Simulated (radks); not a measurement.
Task: Species: Mn. Configuration: [Ar] 3d5 4s2. Calculated with a radial shooting solver on a logarithmic mesh with Libxc functionals: Dirac Kohn-Sham, LDA (Slater exchange, Perdew-Wang correlation), spin-unpolarised, spherical densities, point nucleus; open shells are shared between the two j in proportion to 2j + 1; speed of light set to 1370.36 atomic units (10 times the physical value, a model run). Some entries of the table are withheld. Estimate them.

orbital  occ.  eigenvalue (hartree)  r(max) (bohr)
1s1/2       2             -233.7165            (1)
2s1/2       2             -26.87052         0.2357
2p1/2       2             -23.06945         0.1894
2p3/2       4             -23.06569         0.1894
3s1/2       2              -3.07708         0.7435
3p1/2       2                   (2)         0.7538
3p3/2       4                   (3)         0.7539
3d3/2       2                   (4)         0.7548
3d5/2       3                   (5)         0.7549
4s1/2       2              -0.19120          2.517

Result: 
(1) 1s1/2 r(max) (bohr): 0.04060
(2) 3p1/2 eigenvalue (hartree): -1.99171
(3) 3p3/2 eigenvalue (hartree): -1.99125
(4) 3d3/2 eigenvalue (hartree): -0.26635
(5) 3d5/2 eigenvalue (hartree): -0.26631
